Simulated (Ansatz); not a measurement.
Correcting a cheap level on molecular compounds of Ti

The vertical ionisation energy (cation less neutral) in eV of 8 molecular compounds of Ti: x at MP2/def2-TZVPP, y at CCSD(T)/def2-TZVPP. Shapes, held fixed at every level: PBE0-D4/def2-TZVP. Flexible molecules stand in one conformer, not always the lowest. Programs: Ansatz 0.2.0.

```
                                      molecule  x (eV)  y (eV)
  C3H10O3STi (SMILES C[O][Ti]([OH])([O]C)[S]C)    8.44    8.35
C2H8ClNO2Ti (SMILES C[NH][Ti]([OH])([Cl])[O]C)    9.10    8.84
                                      Ti(NH2)4    9.15    8.91
                                Se(CH3)(TiCl3)    9.35    9.19
                                      Ti(OH)3I    9.49    9.38
    CH3ClF2STi (SMILES C[S][Ti]([F])([F])[Cl])    9.99    9.83
                                Ti(NH2)(OH)2Cl   10.14       ?
     C2H5F3OTi (SMILES CC[O][Ti]([F])([F])[F])   12.14   11.65
```

Question: Fit y = c + s·x to the known rows and predict y for Ti(NH2)(OH)2Cl.

Answer: 
1. Means of the 7 rows: x = 9.6657, y = 9.450.
2. Σ(Δx)² = 8.4462, Σ(Δx·Δy) = 7.6329, so the slope is 7.6329/8.4462 = 0.90371.
3. Intercept: 9.450 − (0.90371) × 9.6657 = 0.715. The largest residual of the fit is 0.099.
4. Ti(NH2)(OH)2Cl: 0.715 + 0.90371 × 10.14 = 9.88 eV.

CCSD(T)/def2-TZVPP gives 9.92 eV, so the prediction is off by -0.04 eV, within the largest residual. Uncorrected, MP2/def2-TZVPP misses Ti(NH2)(OH)2Cl by +0.22 eV, and the other rows by 0.22 on average. The line removes about 80 % of this miss. Left out in turn, the other rows are missed by 0.10 eV on average, so much of the error is systematic among these molecules. Cations run unrestricted. For atoms past krypton def2 sets carry core potentials with scalar relativity. Relativity is left out for Se. Outer-core shells of I, Se, Ti are correlated, in sets that cover them unevenly.
